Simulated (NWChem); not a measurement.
# H₂AlF

```xyz
4

Al     0.0000     0.0000    -0.5654
H     -1.4088     0.0000    -1.2803
H      1.4088     0.0000    -1.2803
F      0.0000     0.0000     1.1012
```
Charge 0, spin multiplicity 1.

Program: NWChem. All single points use one geometry, from PBE0/def2-SVP, a minimum by its harmonic frequencies.

Symmetry labels belong to the abelian group C2v used in the runs, with the axes of the coordinates shown.

B3LYP has NWChem's definition, with VWN1-RPA local correlation. The structure started from a generated list of species.

List the lowest 6 singlet excitations that TD-B3LYP/def2-SVPD, VWN1-RPA local correlation gives, with oscillator strengths.


```
state  symmetry  energy (eV)  wavelength (nm)      f
-----  --------  -----------  ---------------  -----
1            a2         5.74              216  0.000
2            b1         7.43              167  0.002
3            b2         7.96              156  0.115
4            b1         8.29              149  0.157
5            a2         8.34              149  0.000
6            a1         8.68              143  0.003
```
